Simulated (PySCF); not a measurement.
**Correlation energy of Kr⁺ (krypton, charge +1)**

[Ar] 3d10 4s2 4p5, 2P determinant. Computed with PySCF 2.14 in x2c-TZVPPall with one added diffuse shell each of s, p, d type (7s6p5d1f, 57 functions), with the spin-free X2C one-electron Hamiltonian (Gaussian nucleus). Frozen: [Ne]; 25 electrons correlated.

| level | correlation energy (mhartree) |
| --- | --- |
| CCSD | -322.38 |
| (T) | -7.53 |
| CCSD(T) | -329.91 |

Diagnostics: T1 = 0.0038, D1 = 0.0199, largest double amplitude 0.034.

**Question.** Is a single reference adequate?

**Answer.** Yes, within this model without spin-orbit coupling: T1 lies below 0.03 and no double amplitude reaches 0.07.

This basis was not built for core-valence correlation, so the inner-shell part is incomplete.
